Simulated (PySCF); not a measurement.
**One change at a time: excitation energies**

Computed with PySCF 2.14.0, density-fitted response routines, TDDFT CAM-B3LYP/def2-SVPD, vertical, gas phase, core orbitals frozen in the response. Geometries: GFN2-xTB; one conformer of each isolated species. Triplets are in the Tamm–Dancoff approximation. 'Strongest' means the level of largest summed f among the lowest 8 singlets; it needn't be the same kind of state in each.

Parent: `O=CC#CC#C[SiH3]`, with lowest singlet excitation energy 3.61 eV, LUMO energy -1.78 eV, oscillator strength of the strongest level 0.83, energy of the strongest computed level 6.34 eV, S1–T1 gap 0.53 eV, lowest triplet energy 3.09 eV. Its spectrum: 343 nm (f 0.000); 335 nm (f 0.000); 291 nm (f 0.088); 262 nm (f 0.000); 202 nm (f 0.000).

Question: Give the shifts from the parent for: H on Si replaced by Cl (`O=CC#CC#C[SiH2]Cl`); H on Si replaced by NH2 (`N[SiH2]C#CC#CC=O`); H on Si replaced by SSiH3 (`O=CC#CC#C[SiH2]S[SiH3]`); H on Si replaced by SH (`O=CC#CC#C[SiH2]S`); H on Si replaced by CH3 (`C[SiH2]C#CC#CC=O`); H on Si replaced by F (`O=CC#CC#C[SiH2]F`); H on Si replaced by NHCHO (`O=CC#CC#C[SiH2]NC=O`); H on Si replaced by NHCH3 (`CN[SiH2]C#CC#CC=O`); H on Si replaced by OH (`O=CC#CC#C[SiH2]O`).

Answer: 

```tsv
change	SMILES	Δ S1 (eV)	Δ LUMO (eV)	Δ f (strongest)	Δ strongest (eV)	Δ S1−T1 (eV)	Δ T1 (eV)
H on Si replaced by Cl	O=CC#CC#C[SiH2]Cl	+0.05	-0.15	-0.06	-0.12	+0.04	+0.02
H on Si replaced by NH2	N[SiH2]C#CC#CC=O	+0.01	+0.07	-0.06	-0.29	+0.02	0.00
H on Si replaced by SSiH3	O=CC#CC#C[SiH2]S[SiH3]	0.00	-0.15	-0.07	-0.12	+0.02	-0.03
H on Si replaced by SH	O=CC#CC#C[SiH2]S	-0.03	-0.17	-0.73	-2.12	-0.02	-0.02
H on Si replaced by CH3	C[SiH2]C#CC#CC=O	-0.01	+0.07	+0.32	-0.02	-0.01	0.00
H on Si replaced by F	O=CC#CC#C[SiH2]F	+0.06	-0.20	+0.09	-0.02	+0.04	+0.02
H on Si replaced by NHCHO	O=CC#CC#C[SiH2]NC=O	+0.06	-0.13	+0.01	-0.05	+0.04	+0.02
H on Si replaced by NHCH3	CN[SiH2]C#CC#CC=O	+0.04	+0.08	-0.74	-2.06	+0.03	+0.01
H on Si replaced by OH	O=CC#CC#C[SiH2]O	+0.03	-0.07	-0.23	-0.05	+0.02	+0.01
```

S1 falls most with H on Si replaced by SH (-0.03 eV), and it rises most with H on Si replaced by F and H on Si replaced by NHCHO (+0.06 eV). S1 is simply the lowest singlet of each species and needn't be the same kind of state throughout.

Lowest levels of each derivative:
- `O=CC#CC#C[SiH2]Cl`: 3.67 eV (f 0.000); 3.70 eV (f 0.000); 4.26 eV (f 0.070)
- `N[SiH2]C#CC#CC=O`: 3.63 eV (f 0.000); 3.71 eV (f 0.000); 4.26 eV (f 0.080)
- `O=CC#CC#C[SiH2]S[SiH3]`: 3.61 eV (f 0.000); 3.69 eV (f 0.000); 4.20 eV (f 0.119)
- `O=CC#CC#C[SiH2]S`: 3.58 eV (f 0.001); 3.68 eV (f 0.000); 4.22 eV (f 0.102)
- `C[SiH2]C#CC#CC=O`: 3.60 eV (f 0.000); 3.71 eV (f 0.000); 4.26 eV (f 0.091)
- `O=CC#CC#C[SiH2]F`: 3.67 eV (f 0.000); 3.72 eV (f 0.000); 4.26 eV (f 0.066)
- `O=CC#CC#C[SiH2]NC=O`: 3.67 eV (f 0.000); 3.71 eV (f 0.000); 4.29 eV (f 0.087)
- `CN[SiH2]C#CC#CC=O`: 3.65 eV (f 0.000); 3.71 eV (f 0.000); 4.28 eV (f 0.086)
- `O=CC#CC#C[SiH2]O`: 3.64 eV (f 0.000); 3.69 eV (f 0.000); 4.26 eV (f 0.074)
